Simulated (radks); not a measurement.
The numbers below are computed, except where a source is named.
Question: Tm+, 68 electrons, occupied as [Xe] 4f13 6s1. Code: a radial shooting solver on a logarithmic mesh with Libxc functionals. Model: Dirac Kohn-Sham, LDA (Slater exchange, Perdew-Wang correlation), spin-unpolarised, spherical densities, finite nucleus; open shells fill j = l - 1/2 first; Fermi nuclear charge, rms radius 5.2256 fm. Some entries of the table are withheld. Estimate them.

orbital  occ.  eigenvalue (hartree)  <1/r> (bohr^-1)
1s1/2       2             -2173.982            79.00
2s1/2       2             -366.8349            19.04
2p1/2       2             -349.8426              (1)
2p3/2       4             -313.8632              (2)
3s1/2       2                   (3)            6.971
3p1/2       2                   (4)            6.892
3p3/2       4                   (5)            6.223
3d3/2       4             -54.63109            6.113
3d5/2       6             -52.96962            5.950
4s1/2       2             -16.44716            2.921
4p1/2       2             -13.42693            2.813
4p3/2       4             -11.70526            2.579
4d3/2       4              -6.72204            2.357
4d5/2       6              -6.40885            2.299
5s1/2       2              -2.21335            1.087
5p1/2       2              -1.39560           0.9502
5p3/2       4              -1.18327           0.8660
4f5/2       6              -0.39295            1.706
4f7/2       7              -0.34888            1.673
6s1/2       1              -0.34689           0.3551
5d3/2       0              -0.25811           0.4843
5d5/2       0              -0.24752           0.4666
6p1/2       0              -0.21999              (6)
6p3/2       0              -0.20252              (7)
7s1/2       0              -0.10444           0.1599
5f5/2       0              -0.03833          0.09703
5f7/2       0              -0.03829          0.09703

Answer: 
(1) 2p1/2 <1/r> (bohr^-1): 19.02
(2) 2p3/2 <1/r> (bohr^-1): 16.42
(3) 3s1/2 eigenvalue (hartree): -82.60986
(4) 3p1/2 eigenvalue (hartree): -75.10244
(5) 3p3/2 eigenvalue (hartree): -67.50778
(6) 6p1/2 <1/r> (bohr^-1): 0.2821
(7) 6p3/2 <1/r> (bohr^-1): 0.2652
